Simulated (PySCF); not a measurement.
**Radial density of N (nitrogen, neutral)**

wB97X-V, [He] 2s2 2p2 3s1, high-spin 4P determinant (an excited configuration). Calculation: PySCF 2.14, in aug-cc-pCVTZ-DK with one added diffuse shell each of s, p, d, f type (8s7p5d3f, 75 functions); scalar relativity by spin-free X2C-1e.

```json
{"r (bohr)": "0.00424", "4πr²ρ (e/bohr)": "0.04618", "4πr²(ρα − ρβ)": "0.0001"}
{"r (bohr)": "0.00713", "4πr²ρ (e/bohr)": "0.1250", "4πr²(ρα − ρβ)": "0.0003"}
{"r (bohr)": "0.0120", "4πr²ρ (e/bohr)": "0.3253", "4πr²(ρα − ρβ)": "0.0007"}
{"r (bohr)": "0.0202", "4πr²ρ (e/bohr)": "0.8149", "4πr²(ρα − ρβ)": "0.0017"}
{"r (bohr)": "0.0339", "4πr²ρ (e/bohr)": "1.892", "4πr²(ρα − ρβ)": "0.0041"}
{"r (bohr)": "0.0571", "4πr²ρ (e/bohr)": "3.870", "4πr²(ρα − ρβ)": "0.0091"}
{"r (bohr)": "0.0960", "4πr²ρ (e/bohr)": "6.371", "4πr²(ρα − ρβ)": "0.0221"}
{"r (bohr)": "0.161", "4πr²ρ (e/bohr)": "7.363", "4πr²(ρα − ρβ)": "0.0721"}
{"r (bohr)": "0.272", "4πr²ρ (e/bohr)": "4.888", "4πr²(ρα − ρβ)": "0.2612"}
{"r (bohr)": "0.457", "4πr²ρ (e/bohr)": "2.240", "4πr²(ρα − ρβ)": "0.8021"}
{"r (bohr)": "0.768", "4πr²ρ (e/bohr)": "2.923", "4πr²(ρα − ρβ)": "1.4723"}
{"r (bohr)": "1.29", "4πr²ρ (e/bohr)": "2.604", "4πr²(ρα − ρβ)": "1.1939"}
{"r (bohr)": "2.17", "4πr²ρ (e/bohr)": "0.6793", "4πr²(ρα − ρβ)": "0.3550"}
{"r (bohr)": "3.66", "4πr²ρ (e/bohr)": "0.2380", "4πr²(ρα − ρβ)": "0.2269"}
{"r (bohr)": "6.15", "4πr²ρ (e/bohr)": "0.1426", "4πr²(ρα − ρβ)": "0.1426"}
{"r (bohr)": "10.3", "4πr²ρ (e/bohr)": "0.01621", "4πr²(ρα − ρβ)": "0.0162"}
{"r (bohr)": "17.4", "4πr²ρ (e/bohr)": "3.028e-05", "4πr²(ρα − ρβ)": "0.0000"}
```

Densities and radii are taken from the X2C orbitals without a picture-change correction, which distorts them close to the nucleus.

The outer electron is Rydberg-like, and this basis confines it to a smaller radius and binds it less than a complete one would.
